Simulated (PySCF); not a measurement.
PySCF input file for Al(CF3)(H)(OH) (CH2AlF3O), SMILES F[C](F)(F)[AlH][OH], PBE/pcSseg-1. Coordinates come from a TPSSh-D3(BJ)/def2-SVP optimisation. The structure was generated by enumeration; whether it is a known compound was not checked. The values are those of a single conformer.

```python
import numpy as np
from pyscf import gto, scf, dft
from pyscf.prop.nmr import rks as nmr

mol = gto.M(
    atom='''
    Al   -0.45969760    0.85044913    0.90131837
    C    -0.05950476   -0.61863696   -0.42353364
    F    -1.09504792   -1.49547993   -0.54736861
    F     1.02354860   -1.36156493   -0.06629669
    F     0.19225667   -0.15190634   -1.67541155
    H    -1.79624928    0.88165241    1.73263346
    O     0.77746564    2.00774848    1.01519341
    H     0.82280550    2.79290346    1.57157385
    ''',
    basis='pcSseg-1',
    charge=0,
    spin=0,
    max_memory=1600,
    verbose=3,
)
mf = dft.RKS(mol, xc='pbe')
mf.grids.level = 3
mf.conv_tol = 1e-10
mf.max_cycle = 100
mf.kernel()
n = nmr.NMR(mf)
n.verbose = 2
n.max_cycle_cphf = 60
sigma = n.kernel()
print('atom   isotropic/ppm   span/ppm')
for i, s in enumerate(sigma):
    w = np.linalg.eigvalsh((s + s.T) / 2)
    print(f'{mol.atom_symbol(i):2s}{i + 1:3d} {w.mean():14.3f} {w[2] - w[0]:11.3f}')
```

It prints:

```
converged SCF energy = -655.968029053193
atom   isotropic/ppm   span/ppm
Al  1        392.462      82.050
C   2         35.576       5.175
F   3        213.999     231.988
F   4        215.050     214.797
F   5        215.214     212.824
H   6         26.475       8.977
O   7        240.327     188.810
H   8         27.460      16.449
```

The calculation finished and met its thresholds.
